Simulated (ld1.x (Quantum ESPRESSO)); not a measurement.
## Cutoff test, silver, TM

* Element: silver
* Generator: ld1.x (Quantum ESPRESSO) 7.5
* Type: norm-conserving Troullier–Martins (Kleinman–Bylander form)
* Functional: LDA (PZ)
* Relativity: scalar-relativistic
* Frozen core: [Ar] 3d10
* Valence charge: 19
* Reference configuration: 4s2 4p6 4d10 5s1 5p0
* Partial waves: 4p (bound): rc 1.70 bohr; 4d (bound): rc 2.00 bohr; 4s (bound): rc 1.10 bohr
* Local potential: the s channel
* Core correction: none

Occupied shells without a wave of their own: 5s. They enter only through the test configuration that unscreens the potential.

The pseudo-atom Hamiltonian at the reference potential is diagonalised in spherical Bessel functions j_l(qr) that vanish at 20 bohr, with q² up to the cutoff. All-electron valence levels (Ry): 4p -4.3120, 5p -0.0622, 4d -0.5631, 4s -6.9881, 5s -0.3469.

Question: How do the lowest levels (Ry) of each channel move with the cutoff, and are there ghosts?

Answer:

```json
{"cutoff (Ry)": "8", "p #1": "-2.3946", "p #2": "-0.0128", "d #1": "0.0599", "d #2": "0.1293", "s #1": "-6.0508", "s #2": "-0.2773", "s #3": "0.0188", "f #1": "0.1128", "Σ f·Δε (mRy)": "19693.5"}
{"cutoff (Ry)": "18", "p #1": "-4.0094", "p #2": "-0.0503", "d #1": "-0.1134", "d #2": "0.0684", "s #1": "-6.2088", "s #2": "-0.3047", "s #3": "0.0162", "f #1": "0.1128", "Σ f·Δε (mRy)": "7928.1"}
{"cutoff (Ry)": "30", "p #1": "-4.2964", "p #2": "-0.0636", "d #1": "-0.4408", "d #2": "0.0656", "s #1": "-6.6026", "s #2": "-0.3254", "s #3": "0.0145", "f #1": "0.1128", "Σ f·Δε (mRy)": "2123.2"}
{"cutoff (Ry)": "50", "p #1": "-4.3115", "p #2": "-0.0668", "d #1": "-0.5620", "d #2": "0.0652", "s #1": "-6.9382", "s #2": "-0.3564", "s #3": "0.0120", "f #1": "0.1128", "Σ f·Δε (mRy)": "119.0"}
{"cutoff (Ry)": "80", "p #1": "-4.3119", "p #2": "-0.0673", "d #1": "-0.5630", "d #2": "0.0652", "s #1": "-6.9523", "s #2": "-0.3587", "s #3": "0.0118", "f #1": "0.1128", "Σ f·Δε (mRy)": "75.1"}
{"cutoff (Ry)": "120", "p #1": "-4.3120", "p #2": "-0.0674", "d #1": "-0.5631", "d #2": "0.0652", "s #1": "-6.9840", "s #2": "-0.3606", "s #3": "0.0117", "f #1": "0.1128", "Σ f·Δε (mRy)": "8.8"}
{"cutoff (Ry)": "180", "p #1": "-4.3120", "p #2": "-0.0675", "d #1": "-0.5631", "d #2": "0.0652", "s #1": "-6.9870", "s #2": "-0.3610", "s #3": "0.0116", "f #1": "0.1128", "Σ f·Δε (mRy)": "2.5"}
{"cutoff (Ry)": "300", "p #1": "-4.3120", "p #2": "-0.0675", "d #1": "-0.5631", "d #2": "0.0652", "s #1": "-6.9881", "s #2": "-0.3611", "s #3": "0.0116", "f #1": "0.1128", "Σ f·Δε (mRy)": "0.1"}
{"cutoff (Ry)": "400", "p #1": "-4.3120", "p #2": "-0.0675", "d #1": "-0.5631", "d #2": "0.0652", "s #1": "-6.9882", "s #2": "-0.3611", "s #3": "0.0116", "f #1": "0.1128", "Σ f·Δε (mRy)": "0.0"}
```

Result: no extra level below or beside the all-electron valence levels (p, d, s, f tested); 10 mRy is reached at 120 Ry and 1 mRy at 230 Ry.

Its largest configuration-test error is -541 meV.
